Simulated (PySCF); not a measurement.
C₃H₆O₃S.
Atom-mapped SMILES: `[CH2:1]=[CH:2][S:3](=[O:4])(=[O:5])[O:6][CH3:7]` (hydrogens: H8, H9 on C1; H10 on C2; H11, H12, H13 on C7)

Computed, not measured: PySCF, PBE0-D3(BJ)/def2-TZVP geometry optimisation, gas phase.

**Question.** Give the optimised bond lengths and angles.

**Answer.** 
```
                  bond  length (bohr)   order
                 C1=C2          2.497  double
                 C2–S3          3.310  single
          S3=O4, S3=O5          2.694  double
                 S3–O6          2.997  single
                 O6–C7          2.702  single
                 C1–H8          2.048  single
                 C1–H9          2.048  single
                C2–H10          2.048  single
C7–H11, C7–H12, C7–H13          2.060  single
```

Bonds in one row agree within 0.02 bohr and their mean is given. Orders are formal, as drawn. A selection of angles:
```
     angle  degrees
  C2–C1–H8    120.9
  C2–C1–H9    120.7
  H8–C1–H9    118.5
  C1–C2–S3    120.8
 C1–C2–H10    124.2
 S3–C2–H10    114.9
  C2–S3–O4    107.6
  C2–S3–O5    109.5
  C2–S3–O6    102.7
  O4–S3–O5    121.8
  O4–S3–O6    108.7
  O5–S3–O6    105.0
  S3–O6–C7    118.4
 O6–C7–H11    105.5
 O6–C7–H12    110.6
 O6–C7–H13    110.5
H11–C7–H12    109.4
```

Dihedral angles: C1–C2–S3–O4 -134° (anticlinal); C2–S3–O6–C7 79° (synclinal). The mirror-image conformer, all signs reversed, is as good.

Of the pairs four or more bonds apart, O4···H13 is among the closest relative to their van der Waals radii: 2.44 Å, 90 % of the sum of Bondi's values. S3 (sulfonyl sulfur) is distorted tetrahedral (angles from 102.7° to 121.8°). The 3 O–S bonds span 1.422 Å (S3=O5, drawn double) to 1.586 Å (S3–O6, drawn single), a spread of 0.164 Å.

Point group: C1 (no symmetry element, even within 0.4 Å). No frequency check. One conformer, not necessarily the lowest.

The run took 2.5 min wall, 6.6 min CPU on 2 threads, AMD EPYC 7B13 (x86_64) (shared host), and the process peaked at 1.4 GiB of memory. These figures are those of the optimisation.
